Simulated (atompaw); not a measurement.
# gallium: variants of one PAW (atompaw) potential

Base potential:

Ga, PAW, made with atompaw 4.2.0.5 (PBE, scalar-relativistic). Core [Ne], reference 3s2 3p6 3d10 4s2 4p1. Waves: 3s (bound); 4s (bound); 3p (bound); 4p (bound); 3d (bound); 3d channel at 0.65 Ry. Local part: troulliermartins scheme with l = 3 at 0 Ry, radius 0.90 bohr. Core correction: smooth core density matched at 0.85 bohr. Augmentation charge: besselshape compensation charge, radius 0.95 bohr; PAW radius 1.25 bohr; waves and projectors: bloechl.

All-electron outer shells of the reference configuration (PBE, scalar-relativistic, ld1.x):

```
shell  level (eV)  outermost node (bohr)  outermost maximum (bohr)
   2s    -1262.33                   0.07                      0.18
   2p    -1098.84                      –                      0.15
   3s     -148.13                   0.27                      0.56
   3p      -98.86                   0.24                      0.56
   3d      -19.15                      –                      0.53
   4s       -8.95                   0.81                      1.90
   4p       -2.58                   0.87                      2.53
```

Cutoffs, loose and tight: the cutoffs (Ry, on a coarse ladder) from which the occupation-weighted sum of valence levels, in a spherical-Bessel basis at the reference potential, stays within 10 and 1 mRy of its value at 400 Ry. They see the waves, projectors and local potential, not the compensation charge or the core. A dash means not determined.

| change | outcome | cutoff, loose | cutoff, tight | bound ghosts |
| --- | --- | --- | --- | --- |
| base | generated | 260 Ry | over 300 Ry | none |
| wave 3d channel at 0.65 Ry becomes 3d channel at -1.21 Ry | failed: atompaw: The overlap operator has at least one negative eigenvalue! | – | – | – |
| augmentation besselshape compensation charge, radius 0.78 bohr; PAW radius 1.25 bohr; waves and projectors: bloechl | generated | 260 Ry | over 300 Ry | none |
| waves 3s (bound): rc 1.05 bohr; 4s (bound): rc 1.25 bohr; 3p (bound): rc 1.10 bohr; 4p (bound): rc 1.15 bohr; 3d (bound): rc 1.25 bohr; 3d channel at 0.65 Ry: rc 1.25 bohr; augmentation besselshape compensation charge, radius 0.95 bohr; PAW radius 1.25 bohr; waves and projectors: custom rrkj gramschmidtortho | failed: atompaw: The overlap operator has at least one negative eigenvalue! | – | – | – |
| augmentation sinc compensation charge, radius 0.95 bohr; PAW radius 1.25 bohr; waves and projectors: bloechl | generated | 260 Ry | over 300 Ry | none |
| local potential bessel scheme, radius 0.90 bohr | failed: atompaw: terminating projector 1000 | – | – | – |
| core correction smooth core density matched at 0.64 bohr | generated | 260 Ry | over 300 Ry | none |
| reference 3s2 3p6 3d10 4s2 4p0.5 | generated | 260 Ry | over 300 Ry | none |
| all radii scaled by about 0.78 (s 0.82, p 0.86, d 0.98 bohr); local potential troulliermartins scheme with l = 3 at 0 Ry, radius 0.70 bohr; augmentation besselshape compensation charge, radius 0.74 bohr; PAW radius 0.98 bohr; waves and projectors: bloechl; core correction smooth core density matched at 0.66 bohr | failed: atompaw: terminating projector 1000 | – | – | – |
| wave 3d channel at 0.65 Ry becomes 3d channel at -1.19 Ry | failed: atompaw: The overlap operator has at least one negative eigenvalue! | – | – | – |

(1) What comes out with this change to the base: augmentation besselshape compensation charge, radius 0.60 bohr; PAW radius 1.25 bohr; waves and projectors: bloechl?

(2) What comes out with this change to the base: local potential troulliermartins scheme with l = 3 at 0 Ry, radius 0.96 bohr?

Results:

(1) outcome: generated, no UPF (negative core plus compensation charge); cutoff, loose: 260 Ry; cutoff, tight: over 300 Ry; bound ghosts: none.

(2) outcome: generated; cutoff, loose: 200 Ry; cutoff, tight: 300 Ry; bound ghosts: none.
